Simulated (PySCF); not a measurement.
Computed shifts of a molecule CH₁₂Si₅, PBE/pcSseg-1 in PySCF, GIAO, gas phase, atoms alike by connectivity averaged where their shifts nearly agree, in ppm (number of nuclei): ²⁹Si: -48.2 (2), -102.3 (2), -124.2 (1). ¹³C: -2.3 (1). ¹H: 5.12 (4), 4.24 (3), 4.13 (3), 1.14 (1), 0.96 (1). References: ²⁹Si against TMS (σ = 335.4 ppm); ¹³C against TMS (σ = 182.0 ppm); ¹H against TMS (σ = 31.49 ppm), references at their B3LYP-D3(BJ)/def2-TZVP geometries, non-relativistic. Coordinates come from a B3LYP-D3(BJ)/def2-SVP optimisation. Other conformers were not sampled.

Question: Which molecule gave these data?
(A) [SiH3][Si]1([SiH3])[SiH2]C[SiH2]1
(B) [SiH3][Si]1([SiH3])C[SiH2][SiH2]1
(C) C[Si@H]1[SiH2][SiH2][Si@@H]1[SiH3]
(D) [SiH3][Si@H]1C[SiH2][SiH2][SiH2]1

Answer: A, [SiH3][Si]1([SiH3])[SiH2]C[SiH2]1
